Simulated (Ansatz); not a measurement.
Geometry optimisation, RHF/def2-SVP in Ansatz 0.2.0.

Input:

```yaml
crystal:
  periodic: [false, false, false]
  atoms:
    - { symbol: Hf, position_ang: [0.0, 0.0, 0.0] }
    - { symbol: F, position_ang: [0.0, 0.0, 2.33] }
    - { symbol: O, position_ang: [1.952, 0.0, -0.6893] }
    - { symbol: H, position_ang: [2.2684, -0.9521, -0.806] }
    - { symbol: O, position_ang: [-0.975, 1.6891, -0.6893] }
    - { symbol: H, position_ang: [-1.9328, 1.4584, -0.9117] }
    - { symbol: O, position_ang: [-0.975, -1.6891, -0.6893] }
    - { symbol: H, position_ang: [-1.4296, -2.1548, 0.0831] }
    - { symbol: Br, position_ang: [1.5733, 2.3727, 0.946] }
    - { symbol: H, position_ang: [0.7115, 1.073, 2.203] }
basis:
  gaussian: { orbitals: def2-SVP }
hamiltonian:
  xc: hf
relax:
  f_tol: 0.15
  max_steps: 25
  restrain:
    - { distance: [0, 8], at: 3.9, k: 30.0 }
    - { distance: [9, 1], at: 2.12, k: 30.0 }
    - { distance: [0, 1], at: 1.98, k: 30.0 }
    - { distance: [9, 8], at: 1.55, k: 30.0 }
output:
  orbitals: {}
```

Command:

```bash
$ ansatz run input.yaml --threads 4 --pin off --max-ram 5120MiB --backend cpu --events-out ev --progress --plain --runs-dir out
```

Problem. Where does it end, and by what steps?

Solution. The run converged. The restraints hold the end off the free minimum. After 9 steps the energy has fallen by 4.090 eV (the restraints' own energy left out); H10 moved furthest, 0.85 Å. Parted: Hf1–Br9 (3.00 → 3.90 Å). Joined: Br9–H10 (2.00 → 1.49 Å).

```csv
step,energy less start (eV),largest force component (eV/Å),accepted
0,0.0000,4.345,yes
1,-0.5526,4.767,yes
2,-1.4951,5.844,yes
3,-2.6610,4.528,yes
4,-3.3246,1.809,yes
5,-3.6511,1.462,yes
6,-3.8665,1.340,yes
7,-3.9479,1.286,yes
8,-4.0535,1.244,yes
9,-4.0897,1.209,yes
```

```xyz
10
Properties=species:S:1:pos:R:3
Hf -0.135 -0.256 0.034
F 0.053 0.002 1.976
O 1.598 -0.496 -0.779
H 2.435 -0.623 -1.187
O -1.121 1.209 -0.745
H -1.620 1.902 -1.138
O -1.157 -1.878 -0.167
H -1.658 -2.667 -0.261
Br 1.735 2.801 1.583
H 1.063 1.803 2.461
```

Run time: 34 s on 4 threads of Intel(R) Xeon(R) Platinum 8259CL CPU @ 2.50GHz (Skylake/Cascade Lake), on a shared host, peak memory 0.44 GiB.
